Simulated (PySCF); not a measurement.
SMILES Cl[Si](Cl)(Cl)/C=C\c1ccccc1 (C8H7Cl3Si), GFN2-xTB optimised geometry.

```
19

Cl     2.43     1.97     0.00
Si     0.40     1.97     0.00
Cl    -0.26     1.08     1.70
Cl    -0.22     3.90     0.00
C     -0.32     1.18    -1.55
C     -0.67    -0.09    -1.76
C     -0.47    -1.21    -0.84
C     -1.50    -2.14    -0.67
C     -1.35    -3.20     0.20
C     -0.17    -3.37     0.90
C      0.87    -2.47     0.71
C      0.72    -1.40    -0.15
H     -0.53     1.88    -2.35
H     -1.18    -0.35    -2.68
H     -2.43    -2.01    -1.21
H     -2.17    -3.90     0.34
H     -0.05    -4.20     1.58
H      1.81    -2.61     1.23
H      1.55    -0.73    -0.32
```

Density from PySCF with PBE0/def2-SVP at that geometry.

Minimum of the electron density along straight lines between bonded atoms, close to the bond critical point (lines longer than 1.1 times the sum of covalent radii, or with two minima, are not listed):

| bond | length / Å | ρ at the minimum / e bohr⁻³ | ∇²ρ there / e bohr⁻⁵ | position (fraction from the first atom) |
|---|---|---|---|---|
| Cl1–Si2 | 2.029 | 0.098 | 0.31 | 0.64 |
| Si2–Cl3 | 2.024 | 0.099 | 0.31 | 0.37 |
| Si2–Cl4 | 2.028 | 0.098 | 0.31 | 0.37 |
| Si2–C5 | 1.882 | ? | 0.31 | 0.38 |
| C5–C6 | 1.336 | 0.334 | -0.87 | 0.49 |
| C6–C7 | 1.460 | 0.276 | ? | 0.51 |
| C7–C8 | 1.395 | 0.307 | -0.77 | 0.50 |
| C8–C9 | 1.381 | 0.314 | -0.81 | 0.50 |
| C9–C10 | 1.386 | 0.312 | -0.80 | 0.50 |
| C10–C11 | 1.385 | 0.312 | -0.80 | 0.50 |
| C7–C12 | 1.393 | 0.307 | -0.77 | 0.50 |
| C11–C12 | 1.382 | 0.313 | -0.81 | 0.50 |
| C5–H13 | 1.084 | 0.277 | -1.03 | 0.63 |
| C6–H14 | 1.085 | 0.282 | -1.07 | 0.63 |
| C8–H15 | 1.081 | 0.283 | -1.08 | 0.63 |
| C9–H16 | 1.080 | 0.284 | -1.08 | 0.63 |
| C10–H17 | 1.080 | 0.284 | -1.08 | 0.63 |
| C11–H18 | 1.080 | 0.284 | -1.08 | 0.63 |
| C12–H19 | 1.079 | 0.285 | -1.10 | 0.63 |

### Question
Complete the blanks.

### Answer

- Si2–C5, ρ at the minimum / e bohr⁻³: 0.118
- C6–C7, ∇²ρ there / e bohr⁻⁵: -0.69
